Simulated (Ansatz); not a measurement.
C$_{2}$H$_{4}$AlNSe, SMILES `[Se]=[C]1C[NH][AlH]1`. Total charge 0; spin multiplicity 1. Geometry: relaxed with PBE0-D4/def2-TZVP.

```xyz
9

Se   -2.052   -1.730   -0.979
C    -0.666   -0.775   -0.508
C    -0.652    0.363    0.502
N     0.765    0.755    0.463
Al    1.264   -0.442   -0.741
H    -1.339    1.161    0.190
H    -0.983    0.005    1.487
H     1.060    1.511    1.055
H     2.603   -0.848   -1.469
```

(1) What is the dipole moment at PBE/def2-TZVPP? (Estimate.)

(2) And with r2SCAN, B3LYP, ωB97M-V? (Estimate.)

(3) Give the Mulliken charges with PBE, B3LYP, r2SCAN in def2-TZVPP. (Best estimate.)

Answers

(1) The calculation gave: 2.72 D, with components (1.86, 1.71, 1.01) D in this frame, pointing from negative to positive charge.

(2) Computed: r2SCAN 2.93 D, B3LYP 2.82 D, ωB97M-V 2.88 D.

(3) Ansatz gave: 
| atom | PBE | B3LYP | r2SCAN |
| --- | --- | --- | --- |
| Se1 | -0.12 | -0.11 | -0.12 |
| C2 | -0.17 | -0.21 | -0.28 |
| C3 | 0.08 | 0.08 | 0.22 |
| N4 | -0.29 | -0.34 | -0.40 |
| Al5 | 0.29 | 0.39 | 0.47 |
| H6 | 0.08 | 0.09 | 0.05 |
| H7 | 0.08 | 0.09 | 0.05 |
| H8 | 0.13 | 0.11 | 0.12 |
| H9 | -0.08 | -0.09 | -0.11 |

B3LYP here is the variant with VWN-RPA as its local correlation; programs differ in this.
